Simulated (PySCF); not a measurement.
Energy of Ru⁺ (ruthenium, charge +1) between two integer charges

The 4d beta orbital of [Kr] 4d7 is emptied in steps (occupation f), with all orbitals relaxed, ending at [Kr] 4d6. Computed with PySCF 2.14 in aug-cc-pVTZ-PP with ECP28MDF (6s6p5d3f2g, 88 functions), with a scalar-relativistic core potential. The exact energy is a straight line in f; departures are measured from the line between the end points of the same method.

```tsv
f	TPSS (eV)
1	0.000
0.9	-0.454
0.7	-1.067
0.5	-1.277
0.3	-1.078
0.1	-0.464
0	0.000
```

```tsv
method	E(f=0) − E(f=1) (eV)	−ε at f=1 (eV)	−ε at f=0.5 (eV)
TPSS	16.824	11.798	16.791
```

Orbital energy along the path (eV):

```json
{"f": "1", "TPSS": "-11.798"}
{"f": "0.9", "TPSS": "-12.771"}
{"f": "0.7", "TPSS": "-14.760"}
{"f": "0.5", "TPSS": "-16.791"}
{"f": "0.3", "TPSS": "-18.851"}
{"f": "0.1", "TPSS": "-20.941"}
{"f": "0", "TPSS": "-21.989"}
```

Reference removal energy between the ground levels: 16.76 ± 0.06 eV (semi-empirical (NIST evaluation); NIST Atomic Spectra Database, ionization energies). The calculation has no spin-orbit coupling. The determinant left behind need not be the lowest term of the ion.
